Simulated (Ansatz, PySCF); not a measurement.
CH7ClFNSi2, SMILES C[Si@](F)(Cl)N[SiH3]. Atoms are numbered in the order given.

```xyz
13

C      1.8178    -0.7046    -0.7476
Si     0.5336     0.2998     0.1185
F      0.6277     1.8195    -0.4475
Cl     0.9352     0.4490     2.1372
N     -1.0598    -0.3144    -0.0273
Si    -1.8422    -1.1039    -1.3748
H      1.8290    -1.7362    -0.3665
H      2.8106    -0.2602    -0.5836
H      1.6310    -0.7330    -1.8318
H     -1.6574    -0.1029     0.7694
H     -0.8198    -1.2564    -2.4498
H     -2.3585    -2.4527    -0.9901
H     -2.9916    -0.3032    -1.8949
```
Charge 0, spin multiplicity 1.

Geometry optimised at PBE0-D3(BJ)/def2-SVP. The structure was generated by enumeration; whether it is a known compound was not checked. The values are those of a single conformer.

Two levels are set side by side: PBE-D3(BJ)/def2-SVP (Ansatz, a first-principles code) and PBE0-D3(BJ)/def2-SVP (Ansatz). Each level has its own optimised geometry; the coordinates shown are those of the second. Frequencies come from the Hessian of PySCF at each geometry. Differences are taken from unrounded values.

```json
[
 {"quantity": "mean bond length (Å)", "PBE0-D3(BJ)": "1.483", "PBE-D3(BJ)": "1.494", "PBE-D3(BJ) minus PBE0-D3(BJ)": "0.011"},
 {"quantity": "bond C1–Si2 (Å)", "PBE0-D3(BJ)": "1.846", "PBE-D3(BJ)": "1.858", "PBE-D3(BJ) minus PBE0-D3(BJ)": "0.012"},
 {"quantity": "bond Si2–F3 (Å)", "PBE0-D3(BJ)": "1.624", "PBE-D3(BJ)": "1.640", "PBE-D3(BJ) minus PBE0-D3(BJ)": "0.016"},
 {"quantity": "bond Si2–Cl4 (Å)", "PBE0-D3(BJ)": "2.064", "PBE-D3(BJ)": "2.079", "PBE-D3(BJ) minus PBE0-D3(BJ)": "0.015"},
 {"quantity": "bond Si2–N5 (Å)", "PBE0-D3(BJ)": "1.714", "PBE-D3(BJ)": "1.728", "PBE-D3(BJ) minus PBE0-D3(BJ)": "0.015"},
 {"quantity": "bond N5–Si6 (Å)", "PBE0-D3(BJ)": "1.747", "PBE-D3(BJ)": "1.759", "PBE-D3(BJ) minus PBE0-D3(BJ)": "0.012"},
 {"quantity": "bond C1–H7 (Å)", "PBE0-D3(BJ)": "1.100", "PBE-D3(BJ)": "1.108", "PBE-D3(BJ) minus PBE0-D3(BJ)": "0.008"},
 {"quantity": "bond C1–H8 (Å)", "PBE0-D3(BJ)": "1.100", "PBE-D3(BJ)": "1.108", "PBE-D3(BJ) minus PBE0-D3(BJ)": "0.008"},
 {"quantity": "bond C1–H9 (Å)", "PBE0-D3(BJ)": "1.101", "PBE-D3(BJ)": "1.108", "PBE-D3(BJ) minus PBE0-D3(BJ)": "0.008"},
 {"quantity": "bond N5–H10 (Å)", "PBE0-D3(BJ)": "1.018", "PBE-D3(BJ)": "1.026", "PBE-D3(BJ) minus PBE0-D3(BJ)": "0.008"},
 {"quantity": "bond Si6–H11 (Å)", "PBE0-D3(BJ)": "1.491", "PBE-D3(BJ)": "1.502", "PBE-D3(BJ) minus PBE0-D3(BJ)": "0.010"},
 {"quantity": "bond Si6–H12 (Å)", "PBE0-D3(BJ)": "1.495", "PBE-D3(BJ)": "1.506", "PBE-D3(BJ) minus PBE0-D3(BJ)": "0.011"},
 {"quantity": "bond Si6–H13 (Å)", "PBE0-D3(BJ)": "1.494", "PBE-D3(BJ)": "1.506", "PBE-D3(BJ) minus PBE0-D3(BJ)": "0.011"},
 {"quantity": "highest harmonic wavenumber (cm⁻¹)", "PBE0-D3(BJ)": "3607", "PBE-D3(BJ)": "3494", "PBE-D3(BJ) minus PBE0-D3(BJ)": "-113"},
 {"quantity": "mean harmonic wavenumber (cm⁻¹)", "PBE0-D3(BJ)": "1117", "PBE-D3(BJ)": "1081", "PBE-D3(BJ) minus PBE0-D3(BJ)": "-36"},
 {"quantity": "zero-point energy (kcal/mol)", "PBE0-D3(BJ)": "52.68", "PBE-D3(BJ)": "50.99", "PBE-D3(BJ) minus PBE0-D3(BJ)": "-1.69"}
]
```

GGA bonds tend to be longer and softer than those of functionals with exact exchange. Differences between two approximate levels are no errors against the true value.
